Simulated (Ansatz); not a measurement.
The molecule SnH, multiplicity 2 (the spin of the measured ground state). No spin–orbit coupling.

D_e counts from the fitted minimum to each atom's lowest state at the same level, without counterpoise.

Correlated levels freeze the inner cores; with def2 sets outer-core shells near the valence are correlated too.

Programs: Ansatz (a program for electronic structure). Each number belongs to the level named beside it. In def2 rows elements past Kr take small-core potentials, without spin–orbit coupling.

PBE/def2-TZVPP gives 255.7 kJ/mol for the bond energy D_e.

Predict the shift from PBE, with its sign, for: r2SCAN/def2-TZVPP, PBE0/def2-TZVPP, wB97M-V/def2-TZVPP, B2PLYP/def2-TZVPP, CCSD(T)/def2-QZVPP.

r2SCAN/def2-TZVPP 2.4; PBE0/def2-TZVPP -4.6; wB97M-V/def2-TZVPP 5.2; B2PLYP/def2-TZVPP 1.7; CCSD(T)/def2-QZVPP 4.8 kJ/mol. 4 of 5 lie above PBE; the widest gap is to wB97M-V/def2-TZVPP.
